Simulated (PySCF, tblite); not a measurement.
Isomers of C3H11NSSi3, one GFN2-xTB conformer each. Single-point energies are computed at PBE0/pcSseg-1 (PySCF, gas phase, no added dispersion term), electronic only.

```json
{"SMILES": "N#C[SiH2]S[SiH2]CC[SiH3]", "GFN2-xTB relative energy (kcal/mol)": "11.5"}
{"SMILES": "N#CCS[Si@H]([SiH3])C[SiH3]", "GFN2-xTB relative energy (kcal/mol)": "32.2"}
{"SMILES": "N#CC[SiH2]C[SiH2]S[SiH3]", "GFN2-xTB relative energy (kcal/mol)": "0.0"}
```

Conformers: `[N:1]#[C:2][SiH2:3][S:4][SiH2:5][CH2:6][CH2:7][SiH3:8]` with C2–Si3–S4–Si5 -54°, Si3–S4–Si5–C6 -175°, S4–Si5–C6–C7 -59°, Si5–C6–C7–Si8 179°; `[N:1]#[C:2][CH2:3][S:4][Si@H:5]([SiH3:6])[CH2:7][SiH3:8]` with C2–C3–S4–Si5 51°, C3–S4–Si5–Si6 164°, S4–Si5–C7–Si8 61°; `[N:1]#[C:2][CH2:3][SiH2:4][CH2:5][SiH2:6][S:7][SiH3:8]` with C2–C3–Si4–C5 -49°, C3–Si4–C5–Si6 -43°, Si4–C5–Si6–S7 -41°, C5–Si6–S7–Si8 -171°.

Question: What does PBE0/pcSseg-1 give for the same structures?

Answer: 
```csv
SMILES,PBE0/pcSseg-1 E (Eh),PBE0/pcSseg-1 (kcal/mol),GFN2-xTB (kcal/mol),point group
N#CC[SiH2]C[SiH2]S[SiH3],-1441.61758,0.0,0.0,C1
N#C[SiH2]S[SiH2]CC[SiH3],-1441.60937,5.2,11.5,C1
N#CCS[Si@H]([SiH3])C[SiH3],-1441.57113,29.2,32.2,C1
```

Both levels put the same isomer lowest; measured from each level's own lowest isomer, the values differ by up to 6.3 kcal/mol (N#C[SiH2]S[SiH2]CC[SiH3]: 11.5 against 5.2). As drawn, the highest has an Si–Si bond, which the lowest lacks.

Question: Which frontier levels, dipoles and rotational constants go with these structures?

Answer: 
| SMILES | HOMO (eV, PBE0/pcSseg-1) | LUMO (eV) | dipole (D) | A, B, C (MHz) |
| --- | --- | --- | --- | --- |
| N#CC[SiH2]C[SiH2]S[SiH3] | -7.45 | -0.29 | 2.95 | 1584, 513.0, 482.5 |
| N#C[SiH2]S[SiH2]CC[SiH3] | -7.76 | -1.04 | 2.74 | 2257, 357.0, 340.5 |
| N#CCS[Si@H]([SiH3])C[SiH3] | -7.34 | -0.92 | 2.69 | 1114, 705.3, 552.4 |

Question: What happens when harmonic zero-point energies from GFN2-xTB frequencies are added?

Answer: 
| SMILES | ZPE (kcal/mol) | electronic (kcal/mol) | with ZPE (kcal/mol) |
| --- | --- | --- | --- |
| N#CC[SiH2]C[SiH2]S[SiH3] | 76.5 | 0.0 | 0.0 |
| N#C[SiH2]S[SiH2]CC[SiH3] | 76.9 | 5.2 | 5.5 |
| N#CCS[Si@H]([SiH3])C[SiH3] | 75.5 | 29.2 | 28.2 |

The zero-point energies span 1.4 kcal/mol. The order is unchanged.

Question: As an exercise, what shares would exp(−E/RT) give at 1000 K from these electronic energies alone (no entropy, no degeneracies)?

Answer: RT = 1.987 kcal/mol: N#CC[SiH2]C[SiH2]S[SiH3] 93.0 %, N#C[SiH2]S[SiH2]CC[SiH3] 7.0 %, N#CCS[Si@H]([SiH3])C[SiH3] under 0.1 %.
